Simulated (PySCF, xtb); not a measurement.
Se(Cl)2 cation (Cl2Se), SMILES Cl[Se]Cl (connectivity only; charge and spin as stated), charge +1, multiplicity 2.

Geometry: TPSSh-D3(BJ)/def2-TZVP. The multiplicity is an assumed one; other spin states were not compared. The isomer is the one that the SMILES or the coordinates give; other isomers of the formula were not compared.

Computed with C-PCM-M06-2X/def2-SVP (PySCF 2.14.0).

The values are the electrostatic part of the solvation free energy, E(continuum) − E(gas) at the gas-phase geometry, in a cavity of scaled van der Waals radii (PySCF's table); cavitation and dispersion terms are not included.

| solvent | ε | ΔG(elec) (kcal/mol) |
|---|---|---|
| water | 78.36 | -61.5 |
| N,N-dimethylformamide | 37.22 | -60.6 |
| dimethylsulfoxide | 46.83 | -60.9 |

For comparison, GFN2-xTB/ALPB(water) (xtb, at the GFN2-xTB geometry, all terms of that model) gives -54.8 kcal/mol.
